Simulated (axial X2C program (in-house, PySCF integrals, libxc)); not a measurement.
# Spin–orbit effects along a row: molecules with K, PBE0

All values come from calculations with an axial X2C code built on PySCF integrals, spin-free (one-electron X2C) or two-component (2c: spin–orbit coupling with atomic mean-field Coulomb and Gaunt terms, which also bring small scalar terms), in Dyall basis sets with cores contracted in-house; open shells are unrestricted.

Basis sets: Al dyall-v3z, K dyall-cv3z, Mg dyall-cv3z, Na dyall-cv3z, P dyall-v3z, S dyall-av3z, Si dyall-v3z.

| molecule | spin-free state | Re (Å) | ωe (cm⁻¹) | De (eV) | 2c state | Re 2c (Å) | ωe 2c (cm⁻¹) | De 2c (eV) |
| --- | --- | --- | --- | --- | --- | --- | --- | --- |
| NaK | M_S = 0, Λ = 0 | 3.537 | 123.8 | 0.60 | Ω = 0 | 3.537 | 123.8 | 0.60 |
| KMg | M_S = 1/2, Λ = 0 | 3.922 | 80.3 | 0.16 | Ω = 1/2 | 3.922 | 80.3 | 0.16 |
| KAl | M_S = 1, Λ = 1 | 3.357 | 149.4 | 0.62 | Ω = 2 | 3.358 | 149.4 | 0.61 |
| KSi | M_S = 3/2, Λ = 0 | 3.030 | 204.9 | 1.62 | Ω = 3/2 | 3.030 | 204.9 | 1.62 |
| KP | M_S = 1, Λ = 0 | 3.016 | 214.4 | 1.34 | Ω = 1 | 3.016 | 214.4 | 1.34 |
| KS | M_S = 1/2, Λ = 1 | 2.812 | 253.5 | 2.60 | Ω = 3/2 | 2.812 | 253.4 | 2.62 |

Each entry is the lowest single determinant of a limited PBE0 search at one distance. De goes to single-determinant-based atoms at the same level (for ions the charge split of lowest energy) and is withheld (n/a) where an atom does not fit its ground term or J level. Main or longest-lived isotopes. One determinant is a doubtful description, or other states lie close, for KAl, KSi, KP, KS; these need not be ground states, and all values refer to the states named. Some open-shell Ω = 0 determinants are out of reach, so the Ω given for KAl, KP need not be the lowest component. With several unpaired electrons the Ω given is that of one determinant, not necessarily of the lowest component. Some light 2c atoms are not at their ground J level, so De misses part of their lowering (0.04 eV or less). The functionals have no current term, which raises determinants with orbital currents. Where the atoms have a lower orbital projection than the molecule, De at mean-field level may be about a tenth of an eV too small.
